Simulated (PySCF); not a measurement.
ZnF, SMILES [F][Zn+], charge +1.

The structure is a stationary point at B3LYP-D3(BJ)/def2-TZVPD. The multiplicity is an assumed one; other spin states were not compared.

The numbers are results of TDA-LC-ωPBE/def2-TZVPD in PySCF, not measurements.

Vertical excitations; the highest root listed may be one member of a degenerate set. The molecule is in vacuum. State labels are in the subgroup C2v.

Computed lowest excited states:
```
state  symmetry  energy (eV)  λ (nm)      f                                   main pairs
-----  --------  -----------  ------  -----  -------------------------------------------
S1           B1         4.18     297  0.010                 HOMO−1→LUMO (degenerate set)
S2           B2         4.18     297  0.010                   HOMO→LUMO (degenerate set)
S3           A1         5.96     208  0.086                             HOMO−2→LUMO 84 %
S4           A1         8.71     142  0.000                 HOMO−3→LUMO (degenerate set)
S5           A2         8.71     142  0.000                 HOMO−4→LUMO (degenerate set)
S6           B1         8.82     141  0.001                 HOMO−6→LUMO (degenerate set)
S7           B2         8.82     141  0.001                 HOMO−5→LUMO (degenerate set)
S8           A2         9.06     137  0.000         HOMO−1→LUMO+2 47 %, HOMO→LUMO+1 47 %
S9           A2         9.10     136  0.000  HOMO→LUMO+1, HOMO−1→LUMO+2 (degenerate set)
S10          A1         9.10     136  0.000  HOMO−1→LUMO+1, HOMO→LUMO+2 (degenerate set)
T1           B1         3.75     331      0                 HOMO−1→LUMO (degenerate set)
T2           B2         3.75     331      0                   HOMO→LUMO (degenerate set)
T3           A1         4.26     291      0                             HOMO−2→LUMO 94 %
T4           A2         8.30     149      0                             HOMO−4→LUMO 96 %
```
Triplets are in the Tamm–Dancoff approximation.
